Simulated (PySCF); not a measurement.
**Relaxation of quartet RhO2**

These are results of UPBE0 in PySCF with Rh def2-TZVP with ECP28, O def2-TZVP; scalar-relativistic core potentials, no spin–orbit coupling; density-fitted integrals, not measurements. A (50,194) grid was used.

A hand-made side-on start, of C2v symmetry, held to at least that symmetry:

```xyz
3
charge 0 multiplicity 4, angstrom
Rh    0.0000    0.0000   -0.4234
O     0.7000    0.0000    1.3619
O    -0.7000    0.0000    1.3619
```

Optimiser trace:
| step | E − E(last) (kJ/mol) | largest gradient (Eh/bohr) |
| --- | --- | --- |
| 0 | 44.47 | 0.06049 |
| 1 | 15.27 | 0.04208 |
| 2 | 3.38 | 0.03756 |
| 3 | 0.22 | 0.00866 |
| 4 | 0.00 | 0.00102 |
| 5 | 0.00 | 0.00004 |

It ends at C2v with O–O 1.293 Å, Rh–O 2.119 Å (×2); O–O–Rh 72.2° (×2), O–Rh–O 35.5°. A frequency run shows 1 imaginary mode, down to 161i cm⁻¹, so it is a saddle point.

Open d and f shells are described by one determinant, and the ground state may have another occupation or spin. At this level a doublet minimum of C2v symmetry lies 151 kJ/mol below this structure.

The relaxation took about 70 core-seconds on a shared host.
